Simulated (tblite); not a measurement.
Compound: C5H15FSi3.
Structure used (GFN2-xTB), in Å, numbered top down from 1:
```xyz
24
C5H15FSi3 angstrom
C      3.1001    0.7566    0.5461
Si     2.5858   -0.7456   -0.4922
C      0.8468   -1.3400    0.0185
C     -0.2141   -0.2422    0.1132
C     -1.5366   -0.8085    0.6528
C     -2.6352    0.2564    0.7395
Si    -2.7927    1.1454   -0.9513
Si    -0.6138    0.6709   -1.5260
F      0.3595    1.9701   -1.6299
H      2.9682    0.5769    1.6099
H      2.5148    1.6317    0.2792
H      4.1450    1.0018    0.3819
H      2.6089   -0.4012   -1.9197
H      3.5187   -1.8594   -0.2580
H      0.9207   -1.8409    0.9896
H      0.5063   -2.1041   -0.6844
H      0.1401    0.5043    0.8355
H     -1.3727   -1.2494    1.6421
H     -1.8690   -1.6178   -0.0061
H     -3.5691   -0.2065    1.0588
H     -2.3667    0.9765    1.5157
H     -3.2200    2.5363   -0.7599
H     -3.8224    0.4903   -1.7698
H     -0.2142   -0.0819   -2.7110
```

Level: GFN2-xTB in tblite, geometry and Hessian alike; calculated harmonic values, unscaled, isolated species. Against measured fundamentals such values can be off by several per cent, at times by over 20. Modes of hydrogen on silicon can be 10 to 20 % off. One conformer, not necessarily the lowest.

Harmonic wavenumbers (cm⁻¹): 38.6, 45.3, 80.4, 102.5, 141.5, 152.0, 153.8, 197.6, 219.4, 247.7, 319.8, 360.6, 394.6, 429.3, 460.9, 474.3, 529.9, 569.2, 576.2, 632.1, 636.9, 671.4, 675.1, 689.8, 711.6, 772.5, 777.2, 781.1, 784.7, 801.5, 814.6, 832.0, 846.1, 954.7, 984.6, 1068.0, 1084.9, 1107.8, 1110.8, 1171.2, 1249.9, 1275.0, 1301.9, 1311.9, 1344.0, 1371.1, 1485.2, 1485.8, 1492.1, 1496.0, 1514.5, 2191.6, 2197.7, 2216.5, 2217.3, 2263.2, 2899.0, 2920.8, 2925.6, 2945.8, 2961.8, 2963.6, 2990.0, 3029.0, 3041.3, 3044.6.

A = 1647, B = 589.1, C = 498.3 MHz; mass 178.047 u (most abundant isotopes); point group C1, symmetry number 1.

**Question.** What is the zero-point energy?

**Answer.** Half the sum of the wavenumbers: 39769 cm⁻¹ = 113.70 kcal/mol.

**Question.** Entropy at 200 K, 1 bar (ideal gas, RRHO, classical rotation)?

**Answer.** Translation 39.48, rotation 29.69, vibration 28.44: S = 97.6 cal/(mol K).

**Question.** And Cp and H(200 K) − H(0)?

**Answer.** Cp = 38.41 cal/(mol K), of which vibrations give 30.47 (their classical limit is 66 R = 131.2); H(200 K) − H(0) = 4.65 kcal/mol without the zero-point energy, 3.06 from vibrations.

**Question.** Blend soft modes into free rotors: weight 1/[1 + (100 cm⁻¹/ν̃)⁴] for the oscillator and the rest for a rotor with moment μB/(μ + B), μ = h/(8π²ν), B = 10⁻⁴⁴ kg m². What vibrational entropy results?

**Answer.** 26.12 cal/(mol K) in place of 28.44, which changes −T·S at 200 K by +0.46 kcal/mol.

**Question.** Which modes carry the vibrational entropy at 200 K?

**Answer.** 38.6 cm⁻¹: 4.54; 45.3 cm⁻¹: 4.22; 80.4 cm⁻¹: 3.10; 102.5 cm⁻¹: 2.64; 141.5 cm⁻¹: 2.04; 152.0 cm⁻¹: 1.91 cal/(mol K); the other 60 give 10.00 together.

**Question.** How do the functions run with temperature in this model?

**Answer.** 
```json
{"T (K)": "150", "S (cal/(mol K))": "87.7", "Cp (cal/(mol K))": "30.8", "H − H(0) (kcal/mol)": "2.92", "G − H(0) (kcal/mol)": "-10.24", "ln q(vib)": "4.69"}
{"T (K)": "250", "S (cal/(mol K))": "107.0", "Cp (cal/(mol K))": "46.0", "H − H(0) (kcal/mol)": "6.76", "G − H(0) (kcal/mol)": "-19.99", "ln q(vib)": "8.54"}
{"T (K)": "298.15", "S (cal/(mol K))": "115.7", "Cp (cal/(mol K))": "53.0", "H − H(0) (kcal/mol)": "9.15", "G − H(0) (kcal/mol)": "-25.35", "ln q(vib)": "10.39"}
{"T (K)": "400", "S (cal/(mol K))": "133.2", "Cp (cal/(mol K))": "66.1", "H − H(0) (kcal/mol)": "15.24", "G − H(0) (kcal/mol)": "-38.04", "ln q(vib)": "14.28"}
{"T (K)": "600", "S (cal/(mol K))": "163.8", "Cp (cal/(mol K))": "85.0", "H − H(0) (kcal/mol)": "30.48", "G − H(0) (kcal/mol)": "-67.82", "ln q(vib)": "21.68"}
{"T (K)": "900", "S (cal/(mol K))": "202.0", "Cp (cal/(mol K))": "103.0", "H − H(0) (kcal/mol)": "58.90", "G − H(0) (kcal/mol)": "-122.90", "ln q(vib)": "31.89"}
```

q(vib) and H(0) count from the zero-point level.

Hindered rotation and anharmonicity are outside this model. Other conformers, if any are populated, would add a mixing term that is left out. The structure is chiral; the term R ln 2 for an equal mix with its mirror image is left out.
